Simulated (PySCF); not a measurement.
**Working out the ionisation energy of Tc**

Tc [Kr] 4d5 5s2 (6S) → Tc+ [Kr] 4d5 5s1 (7S). All numbers are calculated (PySCF 2.14, scalar relativity through the core potential, in cc-pVDZ-PP with ECP28MDF). Frozen: 4s2 4p6. Energies in hartree (1 hartree = 27.21139 eV):

```tsv
part	Tc (lower)	Tc+ (upper)
UHF	-79.846953	-79.641774
MP2 opposite-spin	-0.036674	0.000000
MP2 same-spin	-0.057291	-0.058007
```

What does Hartree-Fock give?

(-79.641774) − (-79.846953) = 0.205179 hartree = 5.583 eV.

What do MP2 and SCS-MP2 (6/5 opposite-spin, 1/3 same-spin) give?

The opposite-spin parts differ by 0.998 eV and the same-spin parts by -0.019 eV. MP2: 5.583 + (0.998) + (-0.019) = 6.562 eV. SCS-MP2: 5.583 + 1.2 × (0.998) + (-0.019)/3 = 6.774 eV.

Measured between the centres of the two terms (NIST): 7.119 eV, so MP2 (valence) is off by -0.557 eV.

A double-zeta basis recovers only part of the correlation energy.

What remains against the reference includes basis incompleteness, the frozen core and correlation beyond second order.
